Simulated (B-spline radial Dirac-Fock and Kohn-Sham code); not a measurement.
**Energy-loss ionisation edge L3 (2p3/2) of Lu**

System: neutral lutetium, [Xe] 4f14 5d1 6s2. Calculated with a radial B-spline solver, using the first Born approximation with generalised oscillator strengths from a Dirac-Hartree-Slater potential (longitudinal and transverse terms; continuum final states only, so no white lines or fine structure). The edge is taken at 9244.0 eV (tabulated value).

Input file task.json (cfg lists n, l and occupation; rrms is the nuclear radius in fm):

```json
{"items": [{
  "Z": 71,
  "q": 0,
  "cfg": [[1, 0, 2], [2, 0, 2], [2, 1, 6], [3, 0, 2], [3, 1, 6], [3, 2, 10], [4, 0, 2], [4, 1, 6], [4, 2, 10], [4, 3, 14], [5, 0, 2], [5, 1, 6], [5, 2, 1], [6, 0, 2]],
  "A": 175,
  "rrms": 5.37,
  "do": "eels",
  "beams": [[60, 10], [60, 100], [80, 10], [80, 100], [100, 5], [100, 20], [100, 100], [120, 5], [120, 10], [120, 20], [200, 10], [200, 50], [200, 100], [300, 50]],
  "edges": {"L3": 9244.0}
}]}
```

Launch: `python xray2_run.py task.json out`

Partial cross sections σ(β, Δ) in barn, integrated over a window Δ above the edge and up to the collection semi-angle β, for parallel illumination:

```
E₀ (kV)  β (mrad)  Δ = 25 eV  Δ = 50 eV  Δ = 100 eV  Δ = 200 eV  Δ = 300 eV
     60        10     0.0204     0.0396      0.0772       0.150       0.218
     60       100       1.30       2.53        4.97        9.68        14.2
     80        10     0.0290     0.0563       0.110       0.212       0.310
     80       100       1.50       2.92        5.73        11.2        16.4
    100         5    0.00956     0.0185      0.0361      0.0699       0.102
    100        20      0.145      0.281       0.546        1.06        1.54
    100       100       1.61       3.14        6.16        12.0        17.7
    120         5     0.0119     0.0231      0.0448      0.0868       0.126
    120        10     0.0469     0.0909       0.177       0.342       0.499
    120        20      0.177      0.343       0.667        1.29        1.88
    200        10          ?          ?           ?           ?           ?
    200        50       1.04       2.02        3.94        7.68        11.3
    200       100       1.76       3.45        6.78        13.3        19.5
    300        50       1.22       2.37        4.63        9.04        13.3
```

Task: Give the row for 200 kV and 10 mrad.

Result: 0.0862 b for 25 eV, 0.167 b for 50 eV, 0.325 b for 100 eV, 0.628 b for 200 eV, 0.915 b for 300 eV.
